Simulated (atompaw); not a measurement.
# An all-electron radial function and its pseudo partner (Re (Z = 75))

Columns: radius, all-electron u(r) and pseudo u(r) of the 6p shell (level -6.97 eV) of rhenium in the configuration [Xe] 4f14 5d5 6s1 6p0; PBE, scalar-relativistic, PAW (atompaw) scheme, atompaw 4.2.0.5.

```csv
r (bohr),all-electron,pseudo
0.115,-0.0842,0.0018
0.231,0.0123,0.0072
0.346,0.1505,0.0161
0.462,0.0979,0.0284
0.577,-0.0360,0.0439
0.692,-0.1579,0.0624
0.808,-0.2332,0.0839
0.923,-0.2577,0.1078
1.038,-0.2413,0.1339
1.154,-0.1956,0.1621
1.269,-0.1320,0.1917
1.385,-0.0582,0.2227
1.500,0.0186,0.2543
1.615,0.0946,0.2863
1.731,0.1678,0.3186
1.846,0.2351,0.3503
1.962,0.2968,0.3816
2.077,0.3513,0.4114
2.192,0.3992,0.4397
2.308,0.4409,0.4664
2.423,0.4758,0.4907
2.538,0.5047,0.5124
2.654,0.5282,0.5315
2.769,0.5462,0.5473
2.885,0.5597,0.5599
3.000,0.5687,0.5687
```

**Question.** How many radial nodes do the two functions have?

**Answer.** The all-electron 6p function has n − l − 1 = 4 (the table is too coarse to show those close to the nucleus); the pseudo-wave has 0, since the states of the same l below it are removed with the core.

**Question.** Is the pseudo-wave norm-conserving?

**Answer.** No, it belongs to a PAW set: the norm inside the radius is not constrained, and the difference is carried by the augmentation charge.
